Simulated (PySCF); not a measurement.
`O[C@@H]1C[SiH2][C@@H]1CCF`, C5H11FOSi

Geometry:
| atom | x (Å) | y (Å) | z (Å) |
| --- | --- | --- | --- |
| O1 | -1.201 | -1.869 | 0.948 |
| C2 | -1.334 | -0.494 | 0.742 |
| C3 | -2.068 | -0.070 | -0.550 |
| Si4 | -0.841 | 1.367 | -0.816 |
| C5 | -0.016 | 0.325 | 0.571 |
| C6 | 1.172 | -0.528 | 0.139 |
| C7 | 2.426 | 0.322 | 0.017 |
| F8 | 3.468 | -0.426 | -0.481 |
| H9 | -0.789 | -2.262 | 0.170 |
| H10 | -1.875 | -0.134 | 1.620 |
| H11 | -3.124 | 0.142 | -0.409 |
| H12 | -1.994 | -0.851 | -1.307 |
| H13 | -1.301 | 2.687 | -0.394 |
| H14 | -0.148 | 1.415 | -2.102 |
| H15 | 0.255 | 0.840 | 1.494 |
| H16 | 0.980 | -0.994 | -0.832 |
| H17 | 1.352 | -1.322 | 0.870 |
| H18 | 2.753 | 0.705 | 0.989 |
| H19 | 2.274 | 1.155 | -0.677 |

Computed, not measured: TDDFT CAM-B3LYP/def2-SVPD circular dichroism and optical rotation, one conformer, gas phase (PySCF 2.14.0). Geometry: GFN2-xTB.

The molecule is flexible and this is one conformer; a measurement averages over conformers.

Q: Draw the ECD and absorption spectra from the lowest 8 states, each a Gaussian of half-width 0.3 eV at 1/e height.

A: 
```tsv
E (eV)	λ (nm)	Δε (L mol⁻¹ cm⁻¹)	ε (L mol⁻¹ cm⁻¹)
6.62	187	+0.43	108
6.77	183	+2.48	531
6.92	179	+8.27	1650
7.07	175	+15.96	3410
7.22	172	+17.52	5100
7.37	168	+10.58	6210
7.52	165	+4.01	6490
7.67	162	+2.19	5750
```
Δε uses R in velocity form, ε uses f in length form. Only the states computed contribute, so the short-wavelength end is incomplete.
